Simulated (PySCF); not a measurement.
Job for PySCF: D3(BJ) and D4 dispersion corrections on H2O2 (SMILES OO).

```python
from pyscf import gto
from pyscf.dispersion import dftd3, dftd4

mol = gto.M(
    atom='''
    O    -0.66774537    0.24835384    0.28656663
    O     0.66249070    0.25679685   -0.29128223
    H    -1.14599294   -0.26807340   -0.37791901
    H     1.15124762   -0.23707729    0.38263462
    ''',
    basis='def2-svp',
    charge=0, spin=0, verbose=0, max_memory=1800)
d3, d4 = {}, {}
for xc in ['hf', 'pbe', 'blyp', 'revpbe', 'tpss', 'r2scan', 'b3lyp', 'pbe0', 'bhlyp', 'camb3lyp', 'b2plyp']:
    d3[xc] = float(dftd3.DFTD3Dispersion(mol, xc=xc, version='d3bj', atm=False).get_dispersion()['energy'])
    print(f'D3(BJ) {xc:10s} {d3[xc]:14.8f} Eh')
for xc in ['hf', 'pbe', 'blyp', 'revpbe', 'tpss', 'r2scan', 'b3lyp', 'pbe0', 'bhlyp', 'camb3lyp', 'b2plyp']:
    d4[xc] = float(dftd4.DFTD4Dispersion(mol, xc={'camb3lyp': 'cam-b3lyp'}.get(xc, xc), atm=True).get_dispersion()['energy'])
    print(f'D4     {xc:10s} {d4[xc]:14.8f} Eh')
```

Output:

```
D3(BJ) hf            -0.00915049 Eh
D3(BJ) pbe           -0.00082559 Eh
D3(BJ) blyp          -0.00168284 Eh
D3(BJ) revpbe        -0.00237214 Eh
D3(BJ) tpss          -0.00098146 Eh
D3(BJ) r2scan        -0.00019882 Eh
D3(BJ) b3lyp         -0.00134733 Eh
D3(BJ) pbe0          -0.00064975 Eh
D3(BJ) bhlyp         -0.00097786 Eh
D3(BJ) camb3lyp      -0.00051293 Eh
D3(BJ) b2plyp        -0.00056273 Eh
D4     hf            -0.00319849 Eh
D4     pbe           -0.00067095 Eh
D4     blyp          -0.00160745 Eh
D4     revpbe        -0.00299877 Eh
D4     tpss          -0.00091568 Eh
D4     r2scan        -0.00015767 Eh
D4     b3lyp         -0.00107290 Eh
D4     pbe0          -0.00054048 Eh
D4     bhlyp         -0.00066031 Eh
D4     camb3lyp      -0.00052188 Eh
D4     b2plyp        -0.00045966 Eh
```

The run finished.

Cost: very roughly 0.010 core-seconds.
